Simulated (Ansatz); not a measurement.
One change: `BO/C(F)=C/C` becomes `C/C=C(\F)[SeH]`.

Ansatz, PBE0-D4/def2-TZVP geometries, multiplicity 1. Each molecule was computed in one conformer, which needn't be the lowest.

Scalar relativity is left out up to krypton.

```csv
property,`BO/C(F)=C/C`
size of the dipole moment (B3LYP/def2-TZVPP) / D,1.19
size of the dipole moment (PBE/def2-TZVPP) / D,1.38
LUMO energy (ωB97M-V/def2-TZVPP) / eV,0.92
HOMO energy (PBE0/def2-TZVPP) / eV,-7.01
HOMO–LUMO gap (ωB97M-V/def2-TZVPP) / eV,10.12
LUMO energy (B3LYP/def2-TZVPP) / eV,-1.20
```

(1) What does the change do to each property? (An estimate is asked.)

Answers

(1) Ansatz gave: 
| property | `C/C=C(\F)[SeH]` | shift |
| --- | --- | --- |
| size of the dipole moment (B3LYP/def2-TZVPP) / D | 1.31 | 0.12 |
| size of the dipole moment (PBE/def2-TZVPP) / D | 1.23 | -0.15 |
| LUMO energy (ωB97M-V/def2-TZVPP) / eV | 1.78 | 0.86 |
| HOMO energy (PBE0/def2-TZVPP) / eV | -6.75 | 0.26 |
| HOMO–LUMO gap (ωB97M-V/def2-TZVPP) / eV | 10.69 | 0.57 |
| LUMO energy (B3LYP/def2-TZVPP) / eV | -0.47 | 0.73 |

With PBE0 the HOMO rises by 0.26 eV and the LUMO rises by 0.74 eV, so the gap widens by about 0.48 eV. PBE moves the HOMO by 0.29 eV and ωB97M-V by 0.28 eV. Dipoles are sizes alone; their direction can turn.

B3LYP here is the variant with VWN-RPA as its local correlation; programs differ in this.

Spin–orbit coupling is left out; it splits and shifts lone-pair levels of the heavy atoms by tenths of an eV.
